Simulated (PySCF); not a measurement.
# Shapes and spin states of HWO

Level of theory: PBE0 in PySCF with W def2-TZVP with ECP60, O def2-TZVP, H def2-TZVP; scalar-relativistic core potentials, no spin–orbit coupling; density-fitted integrals.

Relaxations began from a few typed shapes and spin states; open shells are unrestricted. The search is not exhaustive: other isomers or separated fragments can lie lower, and high-lying points may rest on an excited occupation.

```json
{"spin": "quartet", "group": "Cs", "bonds": "W–H 1.756 Å, W–O 1.684 Å", "angles": "H–W–O 121.1°", "imaginary modes (cm⁻¹)": "none", "ΔE (kJ/mol)": "0.0", "ΔE with ZPE (kJ/mol)": "0.0"}
{"spin": "doublet (⟨S²⟩ 1.31)", "group": "Cs", "bonds": "W–H 1.710 Å, W–O 1.663 Å", "angles": "H–W–O 107.5°", "imaginary modes (cm⁻¹)": "none", "ΔE (kJ/mol)": "42.2", "ΔE with ZPE (kJ/mol)": "42.6"}
{"spin": "doublet (⟨S²⟩ 1.37)", "group": "Cs", "bonds": "W–H 1.704 Å, W–O 1.665 Å", "angles": "H–W–O 105.9°", "imaginary modes (cm⁻¹)": "none", "ΔE (kJ/mol)": "45.3", "ΔE with ZPE (kJ/mol)": "45.3"}
{"spin": "quartet", "group": "C∞v", "bonds": "W–H 1.908 Å, W–O 1.708 Å", "angles": "H–W–O 180.0°", "imaginary modes (cm⁻¹)": "580i, 580i", "ΔE (kJ/mol)": "73.0", "ΔE with ZPE (kJ/mol)": "–"}
{"spin": "broken-symmetry Ms = 1/2 (⟨S²⟩ 1.76)", "group": "C∞v", "bonds": "W–H 1.907 Å, W–O 1.704 Å", "angles": "H–W–O 180.0°", "imaginary modes (cm⁻¹)": "593i, 587i", "ΔE (kJ/mol)": "142.4", "ΔE with ZPE (kJ/mol)": "–"}
```

The lowest minimum found is the quartet Cs: W–H 1.756 Å, W–O 1.684 Å; H–W–O 121.1°.

For the lowest minimum: with open d or f shells other occupations or spin states may lie lower. Spin–orbit coupling, left out here, can matter for elements this heavy.

The electron or spin density has lower symmetry than the nuclear frame for the broken-symmetry Ms = 1/2 (⟨S²⟩ 1.76) C∞v at 142.4 kJ/mol.
